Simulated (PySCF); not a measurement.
PySCF job for C2H7FSi2, SMILES F[SiH2]/C=C/[SiH3], SMD-M06-2X/6-31G*. Geometry: B3LYP-D3(BJ)/def2-SVP. The structure was generated by enumeration; whether it is a known compound was not checked. Other conformers were not sampled.

```python
import numpy as np
from pyscf import gto, scf, dft
from pyscf.solvent import smd

mol = gto.M(
    atom='''
    Si    2.75673798    0.01772546    0.17321630
    C     0.93817661   -0.45692978    0.22991028
    C    -0.08339064    0.41844267    0.14348649
    Si   -1.86887193   -0.10872418    0.23470414
    F    -2.62407148    0.22911883   -1.17267349
    H     2.86816847    1.49518296    0.01009372
    H     3.43966657   -0.40110116    1.43319527
    H     3.43494498   -0.66831797   -0.96589688
    H     0.69736621   -1.52531756    0.34140103
    H     0.14716955    1.48768432    0.02817473
    H    -1.92909888   -1.57792388    0.45790461
    H    -2.60041436    0.63262863    1.29792219
    ''',
    basis='6-31G*',
    charge=0,
    spin=0,
    max_memory=1600,
    verbose=3,
)
mf = dft.RKS(mol, xc='m06-2x').density_fit(auxbasis='def2-universal-jkfit')
mf.grids.level = 4
mf.conv_tol = 1e-9
mf.max_cycle = 100
mf.kernel()
res = {}
for name in ['water', 'tetrahydrofuran', 'ethylethanoate']:
    s = mf.SMD()
    s.with_solvent.solvent, s.with_solvent.sasa_ng = name, 194
    s.kernel(mf.make_rdm1())
    res[name] = (s.e_tot, s.with_solvent.get_cds(), s.dip_moment(), s.mo_energy, s.converged)
    print(f'SMD {name}: dG(solv) = {(s.e_tot - mf.e_tot) * 627.509474:.3f} kcal/mol, of which CDS {res[name][1] * 627.509474:.3f}')
```

Output:

```
converged SCF energy = -759.103161806953
converged SCF energy = -759.0995620717
Dipole moment(X, Y, Z, Debye):  1.16735, -0.37528,  1.42113
SMD water: dG(solv) = 2.259 kcal/mol, of which CDS 4.896
converged SCF energy = -759.105568034144
Dipole moment(X, Y, Z, Debye):  1.14674, -0.35312,  1.37310
SMD tetrahydrofuran: dG(solv) = -1.510 kcal/mol, of which CDS 0.639
converged SCF energy = -759.10590322887
Dipole moment(X, Y, Z, Debye):  1.14136, -0.34812,  1.36188
SMD ethylethanoate: dG(solv) = -1.720 kcal/mol, of which CDS 0.311
```

The calculation finished and met its thresholds.

Cost: about 60 core-seconds (a rough figure).
